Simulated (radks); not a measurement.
Results of a calculation; reference values are marked as such.
Ionisation of neutral thulium, [Xe] 4f13 6s2, to [Xe] 4f13 6s1 as the strength of local exchange is varied. Level of theory: Dirac Kohn-Sham, Slater X-alpha exchange (alpha = 2/3 is LDA exchange), no correlation, spin-unpolarised, spherical densities, finite nucleus; open shells fill j = l - 1/2 first; Fermi nuclear charge, rms radius 5.2256 fm (a radial shooting solver on a logarithmic mesh with Libxc functionals).

alpha  E(Tm) (hartree)  exchange (hartree)  IE (eV)  -e of the level emptied (eV)  <r> of it (bohr)
0.667      -13565.3671           -271.3604    5.800                 3.201 (6s1/2)             4.028
0.722      -13587.7639           -294.2829    6.067                 3.442 (6s1/2)             3.969
0.8        -13619.5980           -326.9296    6.461                 3.803 (6s1/2)             3.887
0.886      -13654.7933           -363.1123    6.914                 4.223 (6s1/2)             3.799
0.891      -13656.8426           -365.2220    6.941                 4.248 (6s1/2)             3.794

NIST Atomic Spectra Database: 6.184 eV (measured). The Delta-SCF value meets it near alpha = 0.75. Spin polarisation and multiplet splitting are left out, so open shells lie too high by an amount that depends on their filling.

Beside tabulated values, note that spin-unpolarised runs miss the spin-polarisation part of the exchange energy of open shells.
